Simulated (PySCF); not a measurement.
Record of a relaxation.

Species: C₂H₇BrGaN.
Atom-mapped SMILES: `[CH2:1]=[CH:2][Ga@@H-:3]([NH3+:4])[Br:5]` (hydrogens: H6, H7 on C1; H8 on C2; H9 on Ga3; H10, H11, H12 on N4)
Bond orders are those of one Lewis drawing.

Computed by this run: PBE0-D3(BJ)/def2-SVP geometry optimisation, gas phase (PySCF 2.14.0); density fitting, grid level 1; the optimiser is geomeTRIC in internal coordinates, started from a GFN2-xTB structure with every atom displaced at random (about 0.01 Å). The frame can shift and turn from step to step; on so coarse a grid that alone can change the energy by a few meV, and forces under 0.02 eV/Å are noise.

Step 0: E = -126067.0226 eV, largest atomic force 2.309 eV/Å
```
atom  x, y, z in Å  |  force x, y, z in eV/Å
C1      2.271   -0.455    0.297   -1.929   1.140  -0.558
C2      1.369   -0.001   -0.610    0.190  -0.088   1.079
Ga3    -0.286    1.011   -0.053    0.461  -0.901  -0.954
N4     -1.927   -0.480   -0.171   -1.050   0.639   0.709
Br5    -0.515    1.360    2.191    0.000   0.041   0.863
H6      2.098   -0.258    1.353    0.062  -0.083   0.388
H7      3.163   -0.969    0.032    1.056  -0.610  -0.350
H8      1.603   -0.177   -1.665   -0.087  -0.013  -0.208
H9     -0.990    2.089   -0.905   -0.124   0.312  -0.279
H10    -2.809   -0.038    0.200    1.159  -0.387  -0.407
H11    -2.163   -0.811   -1.103    0.110  -0.101  -0.183
H12    -1.775   -1.298    0.425    0.153   0.051  -0.102
```

Step 1: E = -126067.1833 eV, largest atomic force 0.417 eV/Å
```
atom  x, y, z in Å  |  force x, y, z in eV/Å
C1      2.169   -0.453    0.313    0.063   0.026  -0.152
C2      1.295    0.008   -0.592    0.032   0.051   0.121
Ga3    -0.307    1.035   -0.084   -0.059  -0.208  -0.356
N4     -1.849   -0.483   -0.180   -0.200   0.203   0.072
Br5    -0.495    1.360    2.225   -0.023  -0.016   0.186
H6      2.026   -0.276    1.384   -0.015  -0.017   0.075
H7      3.081   -1.002    0.030   -0.100   0.025   0.028
H8      1.522   -0.177   -1.653   -0.035  -0.002   0.018
H9     -1.005    2.148   -0.950    0.041  -0.010   0.026
H10    -2.710   -0.074    0.192    0.094  -0.020  -0.010
H11    -2.066   -0.839   -1.112    0.096  -0.013   0.000
H12    -1.621   -1.275    0.420    0.106  -0.020  -0.008
```

Step 2: E = -126067.1936 eV, largest atomic force 0.165 eV/Å
```
atom  x, y, z in Å  |  force x, y, z in eV/Å
C1      2.159   -0.446    0.319    0.009  -0.042   0.004
C2      1.289    0.018   -0.586    0.037   0.023   0.003
Ga3    -0.319    1.034   -0.103   -0.044  -0.093  -0.129
N4     -1.840   -0.477   -0.181   -0.073   0.068   0.032
Br5    -0.494    1.337    2.222   -0.040   0.002   0.088
H6      2.012   -0.286    1.394   -0.013   0.023  -0.006
H7      3.060   -1.005    0.035   -0.003   0.007   0.003
H8      1.519   -0.170   -1.645   -0.003   0.000  -0.011
H9     -1.012    2.149   -0.965    0.026   0.011   0.017
H10    -2.700   -0.077    0.197    0.005  -0.016   0.010
H11    -2.049   -0.841   -1.112    0.038  -0.003  -0.007
H12    -1.586   -1.263    0.419    0.062   0.021  -0.004
```

Step 3: E = -126067.1970 eV, largest atomic force 0.104 eV/Å
```
atom  x, y, z in Å  |  force x, y, z in eV/Å
C1      2.147   -0.448    0.321   -0.054   0.006   0.088
C2      1.289    0.023   -0.591    0.013   0.002  -0.050
Ga3    -0.325    1.030   -0.114   -0.005   0.014   0.005
N4     -1.828   -0.472   -0.182    0.006  -0.036  -0.016
Br5    -0.531    1.318    2.224   -0.003  -0.001  -0.025
H6      1.980   -0.279    1.393    0.039  -0.019  -0.010
H7      3.049   -1.012    0.051    0.030  -0.002  -0.008
H8      1.523   -0.163   -1.649    0.003   0.001  -0.005
H9     -1.007    2.154   -0.971    0.009   0.033   0.002
H10    -2.690   -0.087    0.203   -0.031  -0.021   0.014
H11    -2.024   -0.844   -1.111   -0.017  -0.002  -0.005
H12    -1.542   -1.248    0.418    0.009   0.026   0.008
```

Step 4: E = -126067.1978 eV, largest atomic force 0.047 eV/Å
```
atom  x, y, z in Å  |  force x, y, z in eV/Å
C1      2.142   -0.447    0.329    0.013  -0.008  -0.011
C2      1.290    0.027   -0.588   -0.021  -0.002   0.026
Ga3    -0.331    1.033   -0.123    0.019   0.025   0.036
N4     -1.828   -0.474   -0.185    0.011  -0.020  -0.031
Br5    -0.546    1.316    2.217    0.000   0.003  -0.032
H6      1.983   -0.290    1.404   -0.031   0.016  -0.019
H7      3.046   -1.006    0.055    0.024  -0.011  -0.001
H8      1.532   -0.157   -1.645    0.012   0.002   0.012
H9     -1.003    2.164   -0.978    0.006   0.011   0.003
H10    -2.694   -0.099    0.202   -0.013  -0.019   0.005
H11    -2.023   -0.852   -1.113   -0.023  -0.007   0.003
H12    -1.529   -1.243    0.417    0.003   0.011   0.010
```

Step 5: E = -126067.1986 eV, largest atomic force 0.038 eV/Å
```
atom  x, y, z in Å  |  force x, y, z in eV/Å
C1      2.138   -0.447    0.335    0.001   0.009  -0.017
C2      1.292    0.031   -0.586   -0.013  -0.023  -0.001
Ga3    -0.332    1.036   -0.130    0.017   0.016   0.030
N4     -1.828   -0.479   -0.190    0.007   0.012  -0.029
Br5    -0.548    1.316    2.209   -0.007   0.006  -0.011
H6      1.963   -0.291    1.407   -0.006   0.005   0.009
H7      3.047   -1.002    0.070   -0.010   0.002   0.003
H8      1.543   -0.150   -1.642    0.011   0.008   0.002
H9     -0.998    2.175   -0.982    0.003  -0.013   0.004
H10    -2.696   -0.114    0.202    0.003  -0.009  -0.001
H11    -2.025   -0.862   -1.115   -0.013  -0.011   0.008
H12    -1.517   -1.242    0.414    0.008  -0.002   0.004
```

Step 6: E = -126067.1988 eV, largest atomic force 0.024 eV/Å
```
atom  x, y, z in Å  |  force x, y, z in eV/Å
C1      2.129   -0.445    0.343    0.018  -0.011  -0.011
C2      1.293    0.036   -0.586   -0.016  -0.009   0.005
Ga3    -0.332    1.040   -0.134   -0.008   0.015   0.005
N4     -1.822   -0.485   -0.196    0.004   0.016  -0.015
Br5    -0.563    1.322    2.202    0.001   0.001   0.001
H6      1.944   -0.291    1.413    0.001   0.002   0.009
H7      3.041   -1.000    0.085   -0.011   0.006   0.007
H8      1.554   -0.141   -1.640    0.007   0.006   0.003
H9     -0.992    2.180   -0.985   -0.006  -0.011  -0.005
H10    -2.693   -0.129    0.199    0.005   0.003   0.001
H11    -2.019   -0.874   -1.118    0.000  -0.010   0.004
H12    -1.501   -1.241    0.410    0.005  -0.007  -0.005
```

Q: Summarise the path.

A: The energy falls by 17.00 kJ/mol from step 0 to step 6; nine tenths of that is first reached at step 1. It falls at every step. The largest force goes from 2.309 to 0.024 eV/Å. Among the bonds Ga3–N4 changes most, from 2.220 to 2.133 Å; the atoms move by 0.136 Å rms after alignment.

Q: Follow the three bonds and two angles with the largest change from start to end.

A: 
```csv
step,E above end (kJ/mol),largest force (eV/Å),Ga3–N4 (Å),Ga3–Br5 (Å),C2–Ga3 (Å),Ga3–N4–H12 (°),N4–Ga3–H9 (°)
0,17.00,2.309,2.220,2.283,2.018,113.3,95.9
1,1.50,0.417,2.166,2.339,1.970,111.0,99.0
2,0.50,0.165,2.146,2.351,1.962,110.1,99.6
3,0.17,0.104,2.126,2.365,1.961,108.7,100.5
4,0.09,0.047,2.125,2.367,1.963,108.0,101.1
5,0.02,0.038,2.130,2.365,1.964,107.5,101.7
6,0.00,0.024,2.133,2.364,1.963,107.0,102.1
```

The cost below is that of the whole optimisation. Time: 88 s wall; peak memory 0.53 GiB. Hardware: Arm Neoverse V1, one thread, no GPU, on a shared host.
